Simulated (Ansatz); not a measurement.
This geometry of C$_{2}$H$_{4}$LiSi (8 atoms, charge -1, multiplicity 1) is a first-order saddle point.

These are results of Ansatz 0.2.0, RKS B3LYP-D4/def2-SVP, not measurements.

```xyz
8
Properties=species:S:1:pos:R:3
Li -1.876 1.886 -2.725
C -0.935 0.947 -1.427
Si 0.199 -0.094 -0.695
C 0.309 -0.394 1.223
H 1.317 -0.986 -1.238
H 1.117 -1.108 1.471
H -0.637 -0.798 1.623
H 0.507 0.547 1.767
```

(1) Which two structures does it join? (They come from a converged band through this point; their orientation in space is the band's.)

(2) How far does it lie above each of them?

## Answers

(1) No bond is made or broken. The dihedral C2–Si3–C4–H6 goes from -121 to 120°. The two ends are copies of one structure, up to a mirror image or an exchange of like atoms.

Initial state:

```xyz
8
Properties=species:S:1:pos:R:3
Li -1.312 2.347 -2.692
C -0.661 1.160 -1.414
Si 0.012 -0.230 -0.691
C 0.318 -0.404 1.212
H 0.507 -1.574 -1.228
H 1.385 -0.581 1.449
H -0.252 -1.244 1.653
H 0.003 0.527 1.711
```

Final state:

```xyz
8
Properties=species:S:1:pos:R:3
Li -1.927 1.758 -2.763
C -0.929 0.885 -1.461
Si 0.329 0.068 -0.651
C 0.223 -0.491 1.199
H 1.723 -0.412 -1.061
H 0.323 -1.588 1.311
H -0.757 -0.189 1.606
H 1.015 -0.031 1.821
```

(2) 1.1 kcal/mol above the first and 1.1 kcal/mol above the second. This is the barrier of this one path; another mechanism may lie lower. Limits of this set-up: an anion without diffuse functions, the dipole of an ion depends on the origin.

Time of the run: 7.5 min on 1 CPU thread of a shared host.
